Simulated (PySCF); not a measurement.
C3H6AuN, charge -1, doublet, at a GFN2-xTB geometry (such geometries of metal compounds can be far from the true shape) (the multiplicity is a formal guess) (core potentials on Au); PySCF with DF-HF/def2-SVP.

The PySCF input:
```python
from pyscf import gto, scf

mol = gto.Mole()
mol.atom = '''
    Au    0.341711    0.055074   -0.337038
    C     1.699818    0.540479   -1.832344
    H     2.595893   -0.094871   -1.835503
    H     2.081230    1.568080   -1.768324
    H     1.287392    0.453572   -2.846332
    C    -2.616804   -0.721516    2.757288
    N    -1.919171    0.008145    1.706044
    C    -0.928383   -0.425489    1.077054
    H    -2.587001   -0.132111    3.681651
    H    -2.197772   -1.721150    2.969291
    H    -3.668537   -0.842201    2.470959
'''
mol.basis = 'def2-svp'
mol.ecp = {'Au': 'def2-svp'}
mol.charge = -1
mol.spin = 1
mol.verbose = 4
mol.build()

mf = scf.UHF(mol)
mf = mf.density_fit(auxbasis='def2-universal-jkfit')
mf.kernel()
```

Problem. Predict the main parts of the log of this PySCF run.

Solution. 
```
PySCF version 2.14.0

[INPUT] verbose = 4
[INPUT] num. atoms = 11
[INPUT] num. electrons = 51
[INPUT] charge = -1
[INPUT] spin (= nelec alpha-beta = 2S) = 1
[INPUT] symmetry False subgroup None
[INPUT] Mole.unit = angstrom
[INPUT] Symbol           X                Y                Z      unit          X                Y                Z       unit  Magmom
[INPUT]  1 Au     0.341711000000   0.055074000000  -0.337038000000 AA    0.645740203751   0.104074776584  -0.636909513571 Bohr   0.0
[INPUT]  2 C      1.699818000000   0.540479000000  -1.832344000000 AA    3.212190481606   1.021357286079  -3.462628325990 Bohr   0.0
[INPUT]  3 H      2.595893000000  -0.094871000000  -1.835503000000 AA    4.905526818676  -0.179280207164  -3.468597970818 Bohr   0.0
[INPUT]  4 H      2.081230000000   1.568080000000  -1.768324000000 AA    3.932954702229   2.963241741408  -3.341648059495 Bohr   0.0
[INPUT]  5 H      1.287392000000   0.453572000000  -2.846332000000 AA    2.432818294956   0.857126857771  -5.378787939586 Bohr   0.0
[INPUT]  6 C     -2.616804000000  -0.721516000000   2.757288000000 AA   -4.945042881666  -1.363467634492   5.210519166550 Bohr   0.0
[INPUT]  7 N     -1.919171000000   0.008145000000   1.706044000000 AA   -3.626707576208   0.015391819285   3.223955916457 Bohr   0.0
[INPUT]  8 C     -0.928383000000  -0.425489000000   1.077054000000 AA   -1.754389608702  -0.804057679015   2.035337081367 Bohr   0.0
[INPUT]  9 H     -2.587001000000  -0.132111000000   3.681651000000 AA   -4.888723373976  -0.249653608042   6.957312076231 Bohr   0.0
[INPUT] 10 H     -2.197772000000  -1.721150000000   2.969291000000 AA   -4.153187164238  -3.252502119295   5.611146774136 Bohr   0.0
[INPUT] 11 H     -3.668537000000  -0.842201000000   2.470959000000 AA   -6.932530207834  -1.591529231835   4.669435775029 Bohr   0.0

nuclear repulsion = 202.268458181078
number of shells = 54
number of NR pGTOs = 195
number of NR cGTOs = 118
basis = def2-svp
ecp = {'Au': 'def2-svp'}

******** <class 'pyscf.df.df_jk.DFUHF'> ********
method = DFUHF
initial guess = minao
damping factor = 0
level_shift factor = 0
DIIS = <class 'pyscf.scf.diis.CDIIS'>
diis_start_cycle = 1
diis_space = 8
diis_damp = 0
SCF conv_tol = 1e-09
SCF conv_tol_grad = None
SCF max_cycles = 50
direct_scf = False
number electrons alpha = 26  beta = 25
Set gradient conv threshold to 3.16228e-05
******** <class 'pyscf.df.df.DF'> ********
auxbasis = def2-universal-jkfit
init E= -294.255779577942

cycle= 1 E= -305.219755498506  delta_E=  -11  |g|= 1.28  |ddm|= 7.64

cycle= 2 E= -300.921082625017  delta_E=  4.3  |g|= 3.07  |ddm|= 19.4
cycle= 3 E= -306.091008644287  delta_E= -5.17  |g|= 0.23  |ddm|= 19.1
cycle= 4 E= -306.131432599533  delta_E= -0.0404  |g|= 0.11  |ddm|= 0.58
cycle= 5 E= -306.140162078375  delta_E= -0.00873  |g|= 0.0473  |ddm|= 0.164
cycle= 6 E= -306.143795470673  delta_E= -0.00363  |g|= 0.0217  |ddm|= 0.152
cycle= 7 E= -306.145158473978  delta_E= -0.00136  |g|= 0.012  |ddm|= 0.106
cycle= 8 E= -306.14556808357  delta_E= -0.00041  |g|= 0.00702  |ddm|= 0.0518
cycle= 9 E= -306.145742928019  delta_E= -0.000175  |g|= 0.00492  |ddm|= 0.0269
cycle= 10 E= -306.145837233729  delta_E= -9.43e-05  |g|= 0.00404  |ddm|= 0.0149
cycle= 11 E= -306.145935645338  delta_E= -9.84e-05  |g|= 0.00322  |ddm|= 0.0183
cycle= 12 E= -306.146053890539  delta_E= -0.000118  |g|= 0.00191  |ddm|= 0.0308
cycle= 13 E= -306.146099718279  delta_E= -4.58e-05  |g|= 0.000734  |ddm|= 0.0265
cycle= 14 E= -306.146102618719  delta_E= -2.9e-06  |g|= 0.000349  |ddm|= 0.00593
cycle= 15 E= -306.146102969371  delta_E= -3.51e-07  |g|= 0.000153  |ddm|= 0.00174
cycle= 16 E= -306.146103020148  delta_E= -5.08e-08  |g|= 6.4e-05  |ddm|= 0.000688
cycle= 17 E= -306.146103027515  delta_E= -7.37e-09  |g|= 3.05e-05  |ddm|= 0.000229
cycle= 18 E= -306.146103028722  delta_E= -1.21e-09  |g|= 1.56e-05  |ddm|= 8.41e-05
cycle= 19 E= -306.146103029133  delta_E= -4.11e-10  |g|= 6.73e-06  |ddm|= 5.58e-05
Extra cycle  E= -306.146103029192  delta_E= -5.88e-11  |g|= 4.41e-06  |ddm|= 1.42e-05
converged SCF energy = -306.146103029192  <S^2> = 0.79151669  2S+1 = 2.0410945
```
